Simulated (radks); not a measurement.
Question: Ni II, configuration [Ar] 3d5 4s2 4p2 (not the ground configuration). Calculated with a radial shooting solver on a logarithmic mesh with Libxc functionals: scalar-relativistic Kohn-Sham, PBE, spin-polarised, spherical densities, point nucleus; open shells are filled with parallel spins first. Some entries of the table are withheld. Estimate them.

| orbital | occ. | eigenvalue (eV) | <r> (bohr) |
|---|---|---|---|
| 1s up | 1 | -8248.663 | 0.05410 |
| 1s down | 1 | -8248.564 | 0.05409 |
| 2s up | 1 | -1022.884 | 0.2452 |
| 2s down | 1 | -1019.288 | 0.2446 |
| 2p up | 3 | -885.0814 | 0.2156 |
| 2p down | 3 | -882.3173 | 0.2151 |
| 3s up | 1 | -148.9615 | 0.7214 |
| 3s down | 1 | -141.8415 | 0.7257 |
| 3p up | 3 | -108.5778 | 0.7471 |
| 3p down | 3 | -101.5774 | 0.7540 |
| 3d up | 5 | -43.9603 | 0.8148 |
| 3d down | 0 | -37.0819 | 0.8403 |
| 4s up | 1 | -21.1987 | 2.116 |
| 4s down | 1 | -18.3611 | 2.183 |
| 4p up | 2 | (1) | 2.511 |
| 4p down | 0 | (2) | 2.650 |

Answer: 
(1) 4p up eigenvalue (eV): -13.2611
(2) 4p down eigenvalue (eV): -10.8593
